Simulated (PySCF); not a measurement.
Worked example: chemical shift, span and skew from a shielding tensor

B(F)2(NCO) (CBF2NO), SMILES O=C=NB(F)F. Atoms are numbered in the order given.

```xyz
6

B      0.0066    -0.9792     0.0000
F      0.9920    -1.8575     0.0000
F     -1.2363    -1.4321     0.0000
N      0.2853     0.4120     0.0000
C      0.0879     1.5980     0.0000
O     -0.0447     2.7538     0.0000
```

The structure is a stationary point at ωB97X-D3(BJ)/def2-SVP. The values are those of a single conformer.

GIAO shieldings from B3LYP/pcSseg-1 run with PySCF, non-relativistic, no solvent. The symmetric part of the tensor of N4 has the principal values 136.9, 164.9, 327.9 ppm. The same nucleus in NH3 has σ = 265.5 ppm at this level (PySCF, at its B3LYP-D3(BJ)/def2-TZVP geometry).

Task: Work out the isotropic shielding, the ¹⁵N shift against NH3, the span and the skew.

Result: 
σ(iso) = (σ11 + σ22 + σ33)/3 = 209.9 ppm. δ = σ(ref) − σ(iso) = 265.5 − (209.9) = 55.6 ppm.
Span Ω = σ33 − σ11 = 191.0 ppm. Skew κ = 3(σ(iso) − σ22)/Ω = 0.71. Tumbling in solution averages the tensor to δ; in a static solid the shielding alone would spread this spin-1/2 line over Ω.
